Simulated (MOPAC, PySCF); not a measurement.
C₂H₆Si₂, SMILES `[SiH3][Si]C=C` (lower singlet; C–C–Si–Si torsion 151°), neutral singlet in the gas phase. This singlet lies 0.68 eV below the relaxed triplet at the level B3LYP/cc-pVTZ // PBE0-D3(BJ)/def2-TZVP (Ansatz).

Cartesian coordinates (Å):
```xyz
10

C     -2.2972     0.0839    -0.0965
C     -1.0348     0.1655     0.3486
Si    -0.0116    -1.3878     0.1522
Si     2.0754    -0.2295    -0.0432
H     -2.9459     0.9523    -0.1920
H     -2.7243    -0.8696    -0.4010
H     -0.6632     1.1417     0.6572
H      2.1986     0.9472     0.8695
H      2.1289     0.2891    -1.4458
H      3.2742    -1.0928     0.1511
```
Charge 0, multiplicity 1.

All levels are single points at this geometry (PBE0-D3(BJ)/def2-TZVP); Pople sets use spherical d functions. Orbital energies aren't observables, and empty levels follow the basis.

```csv
level,HOMO (eV),LUMO (eV),gap (eV),dipole (D),"vertical IE, Delta-SCF (eV)"
PBE-D3(BJ)/def2-TZVP in PySCF,-5.22,-3.78,1.44,1.77,–
PBE0-D3(BJ)/def2-TZVP in PySCF,-6.18,-2.96,3.22,1.76,–
B3LYP/3-21G in PySCF,-5.88,-3.02,2.86,2.12,–
B3LYP/6-311+G** in PySCF,-6.05,-3.15,2.90,1.72,–
B3LYP/6-31G* in PySCF,-5.86,-2.93,2.93,1.96,8.00
B3LYP/LANL2DZ in PySCF,-5.91,-3.10,2.82,1.90,–
BP86/6-31G* in PySCF,-5.19,-3.71,1.49,2.05,–
M06-2X/6-31G* in PySCF,-7.00,-1.98,5.02,1.78,–
PBE/6-31G* in PySCF,-5.09,-3.62,1.47,2.05,7.89
SVWN5/6-31G* in PySCF,-5.16,-3.77,1.39,2.03,8.04
HF/STO-3G in PySCF,-5.56,5.23,10.78,1.09,–
AM1 in MOPAC,-7.90,-1.50,6.40,2.29,–
PM6 in MOPAC,-7.00,-2.06,4.94,1.46,–
```
